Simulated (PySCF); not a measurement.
Isomers of H4O2Si2. Gas-phase values, no solvent. One relaxed conformer stands for each flexible species; it need not be the lowest. Strings in code marks are SMILES.

Level of theory: r2SCAN-D4/def2-TZVP (PySCF). All candidates: neutral, multiplicity 1. Excitations are Tamm–Dancoff values on a coarser integration grid. The basis has no diffuse functions, so Rydberg states are missing or too high.

- LUMO: -2.58 eV
- HOMO: -4.97 eV
- T1 excitation (TDA): 1.33 eV

Q: Say which member has these values.
(A) `O=[SiH]O[SiH3]` (O–Si–O–Si torsion 1°)
(B) `O=[SiH][SiH2]O` (O–Si–Si–O torsion 180°, Si–Si–O–H torsion 180°)
(C) `O/[SiH]=[SiH]/O` (H–O–Si–Si torsion -58°, Si–Si–O–H torsion 58°)
(D) `O[Si](O)=[SiH2]` (H–O–Si–Si torsion -19°, Si–Si–O–H torsion -165°)

A: C, `O/[SiH]=[SiH]/O` (H–O–Si–Si torsion -58°, Si–Si–O–H torsion 58°). The others give `O=[SiH][SiH2]O` (O–Si–Si–O torsion 180°, Si–Si–O–H torsion 180°): -3.05 eV, -6.54 eV, 3.00 eV; `O=[SiH]O[SiH3]` (O–Si–O–Si torsion 1°): -1.78 eV, -7.16 eV, 4.80 eV; `O[Si](O)=[SiH2]` (H–O–Si–Si torsion -19°, Si–Si–O–H torsion -165°): -2.08 eV, -5.46 eV, 2.40 eV
